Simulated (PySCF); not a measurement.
Simulation results for C$_{3}$H$_{7}$Al, C$_{2}$H$_{6}$AlN

Computed with PySCF 2.14.0. Calculation on a computer-drawn molecule: the log of a Hartree-Fock and frozen-core CCSD(T) single point meant for a local Hartree-Fock minimum, with one planted fault or none, to be diagnosed. Offsets are logged minus clean, where the clean run is the same molecule without the fault. The reference is restricted for singlets and unrestricted otherwise, and also for a bond in bohr or an excited solution. Adding or removing an electron swaps singlet and doublet. The excited solution moves the top pair (singlet) or top alpha electron (doublet) to the lowest empty orbital. Highest occupied and lowest empty are orbital energies over both spins, largest force is the largest gradient component, triples share is (T) over the correlation energy, the T1 limit is 0.02 restricted and 0.045 unrestricted, electrons count all cores, a negative frequency is imaginary (commonest isotopes), and the dipole is about the centre of nuclear charge.

Common to all runs: meant charge 0; meant multiplicity 1; meant basis cc-pV(D+d)Z; logged electrons 38; logged SCF converged yes; logged spin squared 0; possible faults no fault, one electron removed, one electron added, multiplicity raised by two, geometry at a saddle point, SCF held on an excited solution, minimal basis STO-3G, one bond length entered in bohr, all coordinates scaled.

(1) C$_{3}$H$_{7}$Al

Logged structure:
```xyz
11
C3H7Al
C     -1.7979    -0.1288    -0.6718
C     -1.4732     0.2624     0.7693
C     -0.3861     1.3493     0.8738
Al    -0.7794     3.2019     0.1829
H     -0.9067    -0.4950    -1.1892
H     -2.5525    -0.9181    -0.7107
H     -2.1848     0.7202    -1.2462
H     -1.1690    -0.6377     1.3145
H     -2.3921     0.6049     1.2601
H     -0.1142     1.4916     1.9345
H      0.5401     0.9875     0.3961
```

- logged basis functions: 100
- logged highest occupied: -7.4254 eV
- logged lowest empty: 1.2572 eV
- logged largest force: 3.842e-05 hartree/bohr
- logged lowest frequency: 101.25 cm⁻¹
- logged T1 diagnostic: 0.009305
- logged D1 diagnostic: 0.028938
- logged triples share: 0.028714
- logged CC converged: yes
- logged dipole magnitude: 1.0284 debye
- logged SCF stable within its kind: yes
- logged energy HF: -359.57291 hartree
- logged energy CCSD(T): -360.13153 hartree
- planted fault: no fault
- HF energy offset from clean run: 0 kcal/mol
- CCSD(T) energy offset from clean run: 0 kcal/mol

Drawn bonds:
| atom | other atom | order |
| --- | --- | --- |
| 1 | 2 | 1 |
| 2 | 3 | 1 |
| 3 | 4 | 1 |
| 1 | 5 | 1 |
| 1 | 6 | 1 |
| 1 | 7 | 1 |
| 2 | 8 | 1 |
| 2 | 9 | 1 |
| 3 | 10 | 1 |
| 3 | 11 | 1 |

(2) C$_{2}$H$_{6}$AlN

Logged structure:
```xyz
10
C2H6AlN
C      0.6969     0.3387     1.1765
C      0.3939    -1.0804     0.9826
N      1.1585    -1.6796    -0.0215
Al     2.2858    -2.9824     0.0767
H      0.0982     0.7512     1.9339
H      1.7037     0.4723     1.4376
H      0.5192     0.8815     0.2952
H     -0.6337    -1.1893     0.7833
H      0.5656    -1.5924     1.8848
H      0.9834    -1.2638    -0.8781
```

* logged basis functions: 95
* logged highest occupied: -7.8624 eV
* logged lowest empty: 1.5346 eV
* logged largest force: 0.039208 hartree/bohr
* logged T1 diagnostic: 0.01259
* logged D1 diagnostic: 0.044938
* logged triples share: 0.027623
* logged CC converged: yes
* logged dipole magnitude: 1.9842 debye
* logged SCF stable within its kind: yes
* logged energy HF: -375.59725 hartree
* logged energy CCSD(T): -376.16452 hartree
* planted fault: all coordinates scaled, by -4.0 %
* HF energy offset from clean run: 10.3 kcal/mol
* CCSD(T) energy offset from clean run: 15.43 kcal/mol

Drawn bonds:
| atom | other atom | order |
| --- | --- | --- |
| 1 | 2 | 1 |
| 2 | 3 | 1 |
| 3 | 4 | 1 |
| 1 | 5 | 1 |
| 1 | 6 | 1 |
| 1 | 7 | 1 |
| 2 | 8 | 1 |
| 2 | 9 | 1 |
| 3 | 10 | 1 |

(3) C$_{2}$H$_{6}$AlN

Logged structure:
```xyz
10
C2H6AlN
C      0.7259     0.3528     1.2255
C      0.4103    -1.1254     1.0235
N      1.2068    -1.7495    -0.0224
Al     2.3810    -3.1066     0.0798
H      0.1022     0.7825     2.0145
H      1.7747     0.4920     1.4975
H      0.5408     0.9182     0.3075
H     -0.6601    -1.2388     0.8160
H      0.5892    -1.6588     1.9633
H      1.0243    -1.3165    -0.9147
```

* logged basis functions: 95
* logged highest occupied: -4.4462 eV
* logged lowest empty: -2.7554 eV
* logged largest force: 0.018259 hartree/bohr
* logged dipole magnitude: 0.44236 debye
* logged SCF stable within its kind: no
* logged energy HF: -375.31855 hartree
* planted fault: SCF held on an excited solution
* HF energy offset from clean run: 185.2 kcal/mol

Drawn bonds:
| atom | other atom | order |
| --- | --- | --- |
| 1 | 2 | 1 |
| 2 | 3 | 1 |
| 3 | 4 | 1 |
| 1 | 5 | 1 |
| 1 | 6 | 1 |
| 1 | 7 | 1 |
| 2 | 8 | 1 |
| 2 | 9 | 1 |
| 3 | 10 | 1 |

Notes: coupled-cluster numbers left out as unreliable.

(4) C$_{2}$H$_{6}$AlN

Structure as in entry 3.

- logged basis functions: 30
- logged highest occupied: -4.463 eV
- logged lowest empty: 10.091 eV
- logged largest force: 0.025188 hartree/bohr
- logged T1 diagnostic: 0.01209
- logged D1 diagnostic: 0.052109
- logged triples share: 0.012275
- logged CC converged: yes
- logged dipole magnitude: 1.2194 debye
- logged SCF stable within its kind: yes
- logged energy HF: -371.04259 hartree
- logged energy CCSD(T): -371.27196 hartree
- planted fault: ?

Drawn bonds:
| atom | other atom | order |
| --- | --- | --- |
| 1 | 2 | 1 |
| 2 | 3 | 1 |
| 3 | 4 | 1 |
| 1 | 5 | 1 |
| 1 | 6 | 1 |
| 1 | 7 | 1 |
| 2 | 8 | 1 |
| 2 | 9 | 1 |
| 3 | 10 | 1 |

Questions
1. Give the missing planted fault for C$_{2}$H$_{6}$AlN (entry 4).

Answers
1. minimal basis STO-3G

Further results for C$_{2}$H$_{6}$AlN (entry 4):

* HF energy offset from clean run: 2868 kcal/mol
* CCSD(T) energy offset from clean run: 3086 kcal/mol
